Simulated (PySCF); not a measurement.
PySCF input for Nb(F)4(Me) (CH3F4Nb), SMILES [CH3][Nb]([F])([F])([F])[F], multiplicity 1, IEF-PCM-ωB97X/def2-SVP. Geometry optimised at r2SCAN-D4/def2-SVP. The multiplicity is an assumed one; no other spin state was optimised. The structure was generated by enumeration; whether it is a known compound was not checked. The def2 effective core potentials stand for the cores of Nb; spin–orbit coupling is left out.

```python
import numpy as np
from pyscf import gto, scf, dft
from pyscf.solvent import pcm

mol = gto.M(
    atom='''
    Nb    0.05612363    0.04920479   -0.03973217
    F     1.38477400   -0.48130204    1.17482732
    F    -1.37472358    0.51825415   -1.16062151
    F     0.05539563    1.75159894    0.68935171
    F     1.02486725   -0.61509505   -1.46951008
    C    -1.26456320   -1.32835580    0.89070721
    H    -0.71622152   -2.08248071    1.47414768
    H    -1.91277899   -1.79913325    0.13460145
    H    -1.89750905   -0.72675177    1.56959929
    ''',
    basis='def2-SVP',
    ecp={'Nb': 'def2-svp'},
    charge=0,
    spin=0,
    max_memory=1600,
    verbose=3,
)
mf = dft.RKS(mol, xc='wb97x').density_fit(auxbasis='def2-universal-jkfit')
mf.grids.level = 3
mf.conv_tol = 1e-9
mf.max_cycle = 100
mf.kernel()
res = {}
for name, eps in {'water': 78.355, '2-propanol': 19.264, 'acetonitrile': 35.688}.items():
    s = mf.PCM()
    s.with_solvent.method, s.with_solvent.eps, s.with_solvent.lebedev_order = 'IEF-PCM', eps, 29
    s.kernel(mf.make_rdm1())
    res[name] = (s.e_tot, eps, s.dip_moment(), s.mo_energy, s.converged)
    print(f'{name}: electrostatic solvation free energy {(s.e_tot - mf.e_tot) * 627.509474:.3f} kcal/mol')
```

Output:

```
converged SCF energy = -496.065093880221

WARN: PCM is an experimental feature. It is still in testing.
Features and APIs may be changed in the future.

converged SCF energy = -496.075414703581
Dipole moment(X, Y, Z, Debye): -1.38236, -1.47196,  0.93224
water: electrostatic solvation free energy -6.476 kcal/mol

WARN: PCM is an experimental feature. It is still in testing.
Features and APIs may be changed in the future.

converged SCF energy = -496.074759568134
Dipole moment(X, Y, Z, Debye): -1.36675, -1.45660,  0.92156
2-propanol: electrostatic solvation free energy -6.065 kcal/mol

WARN: PCM is an experimental feature. It is still in testing.
Features and APIs may be changed in the future.

converged SCF energy = -496.075155317107
Dipole moment(X, Y, Z, Debye): -1.37621, -1.46592,  0.92803
acetonitrile: electrostatic solvation free energy -6.314 kcal/mol
```

The calculation finished and met its thresholds.

Cost: around 3.0 core-minutes (rough).
